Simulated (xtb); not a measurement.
xtb was given this input:
```
$ xtb mol.xyz --gfn 2 --opt vtight --json

# file mol.xyz
9

F      2.17163093     0.30584623    -1.21943753
Si     1.48087179     0.33810427     0.21224939
F      2.40065746    -0.48817837     1.23775547
F      1.37526803     1.78791973     0.79119133
O      0.05722692    -0.41007254     0.21837189
Si    -1.50549920    -0.40382681    -0.17521901
F     -1.67086713     0.05726772    -1.72723850
F     -2.28704477     0.60054849     0.68843946
F     -2.04177767    -1.86687852     0.01387766
```

What does this run give for the dipole moment, HOMO-LUMO gap, total energy at the end of the optimisation?


* **dipole moment**: 0.12 D
* **HOMO-LUMO gap**: 9.96 eV
* **total energy at the end of the optimisation**: -36.398053 Ha
